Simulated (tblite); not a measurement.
C4H6F2O2Si.
Numbering: `[O:1]=[CH:2][C@@:3]1([F:4])[CH2:5][O:6][SiH2:7][C@H:8]1[F:9]` (hydrogens: H10 on C2; H11, H12 on C5; H13, H14 on Si7; H15 on C8)

The geometry is computed with GFN2-xTB (gas phase).

(1) Give the optimised bond lengths and angles.

Answers

(1) 
```json
{"bond": "O1=C2", "length (Å)": "1.196", "order": "double"}
{"bond": "C2–C3", "length (Å)": "1.508", "order": "single"}
{"bond": "C3–F4", "length (Å)": "1.382", "order": "single"}
{"bond": "C3–C5", "length (Å)": "1.546", "order": "single"}
{"bond": "C5–O6", "length (Å)": "1.391", "order": "single"}
{"bond": "O6–Si7", "length (Å)": "1.641", "order": "single"}
{"bond": "Si7–C8", "length (Å)": "1.930", "order": "single"}
{"bond": "C8–F9", "length (Å)": "1.378", "order": "single"}
{"bond": "C3–C8", "length (Å)": "1.525", "order": "single"}
{"bond": "C2–H10", "length (Å)": "1.103", "order": "single"}
{"bond": "C5–H11", "length (Å)": "1.095", "order": "single"}
{"bond": "C5–H12", "length (Å)": "1.096", "order": "single"}
{"bond": "Si7–H13", "length (Å)": "1.459", "order": "single"}
{"bond": "Si7–H14", "length (Å)": "1.447", "order": "single"}
{"bond": "C8–H15", "length (Å)": "1.095", "order": "single"}
```

Orders are formal, as drawn. A selection of angles:
```json
{"angle": "O1–C2–C3", "degrees": "122.4"}
{"angle": "C2–C3–F4", "degrees": "109.8"}
{"angle": "C2–C3–C5", "degrees": "108.3"}
{"angle": "C2–C3–C8", "degrees": "110.0"}
{"angle": "F4–C3–C5", "degrees": "108.8"}
{"angle": "F4–C3–C8", "degrees": "113.4"}
{"angle": "C5–C3–C8", "degrees": "106.4"}
{"angle": "C3–C5–O6", "degrees": "109.5"}
{"angle": "C5–O6–Si7", "degrees": "116.2"}
{"angle": "O6–Si7–C8", "degrees": "93.0"}
{"angle": "Si7–C8–F9", "degrees": "115.8"}
{"angle": "C3–C8–Si7", "degrees": "100.6"}
{"angle": "C3–C8–F9", "degrees": "111.1"}
```

Dihedral angles: O1–C2–C3–F4 173° (antiperiplanar); C2–C3–C5–O6 81° (synclinal); C3–C5–O6–Si7 17° (synperiplanar); C5–O6–Si7–C8 5° (synperiplanar); O6–Si7–C8–F9 -145° (anticlinal); C2–C3–C8–Si7 -80° (synclinal).

O6 (silyl ether oxygen) is bent (angle 116.2°). The C–O distances run from 1.196 Å (O1=C2, drawn double) to 1.391 Å (C5–O6, drawn single), a spread of 0.195 Å. The 5-membered ring C3–C5–O6–Si7–C8 has internal angles of 93.0° to 116.2° (sum 526°, against 540° for a flat polygon); it is puckered, 0.17 Å rms from its mean plane, widest ring torsion 37°. Si7 (oxygen-bound silicon) has angles from 93.0° to 117.5°. Of the pairs four or more bonds apart, O1···Si7 is among the closest relative to their van der Waals radii: 2.99 Å, 82 % of the sum of Bondi's values. The C–C distances run from 1.508 Å (C2–C3, drawn single) to 1.546 Å (C3–C5, drawn single), a spread of 0.038 Å.

Point group: C1 (no symmetry element, even within 0.4 Å). Its GFN2-xTB frequencies are all real (lowest 91 cm⁻¹). One conformer, not necessarily the lowest.
